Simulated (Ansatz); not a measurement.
Gas-phase electronic energies from Ansatz, PBE0-D4/def2-TZVP geometries. CCSD(T)/CBS adds triple-zeta CCSD(T) − MP2 to the extrapolated MP2 energy (def2 sets, frozen cores). This one scheme is used for every species. DFT in def2-TZVPP. B3LYP here is the variant with VWN-RPA as its local correlation; programs differ in this. One conformer a species, not always the lowest.

Consider the formal exchange of groups at the Si–C bond: `CC([SiH3])CO` + `FCCCl` → `FCC([SiH3])Cl` + `CCCO`.

| level | ΔE (eV) |
| --- | --- |
| B3LYP-D4 | 0.00 |
| ωB97X-V | 0.01 |
| ωB97M-V | 0.01 |
| r2SCAN | 0.00 |
| HF/def2-TZVPP | 0.01 |
| SCS-MP2/def2-TZVPP | 0.02 |
| HF/CBS(def2) | 0.01 |
| MP2/CBS(def2) | 0.03 |

**Question.** What does CCSD(T)/CBS give? (Best estimate.)

**Answer.** The calculation gave: +0.02 eV. The listed levels differ from it by -0.02, -0.01, -0.01, -0.02, -0.01, 0.00, -0.01, 0.01 eV.

Largest T1 diagnostic among the species: 0.011.
